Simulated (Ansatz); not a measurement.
`[CH3][Nb](=[O])([OH])[OH]`. The species carries charge 0 and has multiplicity 1. Nb: def2 effective core potential. The geometry is a stationary point of PBE0-D4/def2-TZVP. It is one conformer, not always the lowest.

```xyz
10

C    -1.143   -1.052    0.111
Nb    0.472    0.377    0.106
O     1.097    0.340    1.683
O    -0.258    2.081   -0.296
O     1.765   -0.208   -1.153
H    -1.900   -0.769    0.850
H    -1.615   -1.102   -0.875
H    -0.772   -2.047    0.375
H    -0.315    2.878    0.232
H     2.669   -0.499   -1.032
```

Q: What is the dipole moment at PBE/def2-TZVPP? (Estimate.)

A: Ansatz gave: 1.10 D, with components (0.32, 0.61, -0.86) D in this frame, pointing from negative to positive charge.

Q: And with r2SCAN, B3LYP, ωB97M-V? (An estimate is asked.)

A: Ansatz gave: r2SCAN 1.10 D, B3LYP 1.10 D, ωB97M-V 1.14 D.

Q: Give the Mulliken charges with PBE, B3LYP, r2SCAN in def2-TZVPP. (Estimate.)

A: Ansatz gave: 
```csv
atom,PBE,B3LYP,r2SCAN
C1,-0.51,-0.52,-0.42
Nb2,1.20,1.37,1.33
O3,-0.47,-0.53,-0.53
O4,-0.48,-0.53,-0.54
O5,-0.48,-0.53,-0.54
H6,0.11,0.11,0.09
H7,0.11,0.10,0.08
H8,0.11,0.11,0.09
H9,0.21,0.21,0.22
H10,0.21,0.21,0.22
```

B3LYP here is the variant with VWN-RPA as its local correlation; programs differ in this.
